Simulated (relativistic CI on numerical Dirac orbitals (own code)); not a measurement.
Ru5+: L-alpha,beta X-ray emission

Computed with this model: Dirac-Coulomb-Breit CI, orbitals from a KLI potential per configuration, model QED (radiative potential, 1s self-energy scaled to tabulated hydrogen-like ionisation energies), valence Slater integrals scaled by 0.7, multiplet model of X-ray emission after core ionisation; configurations [Kr] 4d3 → [He] 2s2 2p5 3s2 3p6 3d10 4s2 4p6 4d3 → [Ar] 3d9 4s2 4p6 4d3; 80 K; Lorentzian 2 eV and Gaussian 0.6 eV FWHM. Energies are those of the free ion, without screening or charge transfer. S is read from ⟨S²⟩ = S(S + 1).

Field parameters in Wybourne normalisation: D3d B²₀ = −7Dσ, B⁴₀ = −14Dq − 21Dτ, B⁴₃ = −14√(10/7) Dq. The field is a parameter set, without covalency.

free ion: ground-state S = 1.48, centroid 2603.20 eV. Peaks (eV, height): 2561.0 (100), 2686.2 (46).

D3d, 10Dq = 44850, Dσ = 1120, Dτ = 90 cm⁻¹: ground-state S = 1.50, centroid 2603.22 eV. Peaks (eV, height): 2561.0 (100), 2686.0 (52).

Strongest unbroadened transitions for free ion:

```tsv
Energy (eV)	Relative strength
2560.47	17.1
2560.56	20.1
2560.63	26.9
2560.81	18.1
2560.87	30.4
2560.94	25.2
2560.96	56.7
2561.01	14.3
2561.05	56.9
2561.13	100.0
2561.16	58.3
2561.20	11.7
2685.98	87.5
2686.02	10.9
2686.03	15.8
2686.64	24.2
2686.93	13.9
2687.38	15.9
```
